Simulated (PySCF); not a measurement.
Ligand exchange on a metal centre used in film growth or etching (Zn OH-SH). Gas-phase values, no solvent. One relaxed conformer stands for each flexible species; it need not be the lowest.

The numbers are results of PBE-D3(BJ)/def2-TZVP // r2SCAN-D4/def2-SVP (PySCF 2.14.0), not measurements. 

| species | coordination number | HOMO–LUMO gap (eV) | charge on the central atom (Mulliken) (e) |
|---|---|---|---|
| 0 of 2 OH replaced by SH ([Zn(OH)2]) | 2 | 4.82 | 0.51 |
| 1 of 2 OH replaced by SH ([Zn(OH)(SH)]) | 2 | 4.39 | 0.41 |
| 2 of 2 OH replaced by SH ([Zn(SH)2]) | 2 | 4.52 | 0.31 |
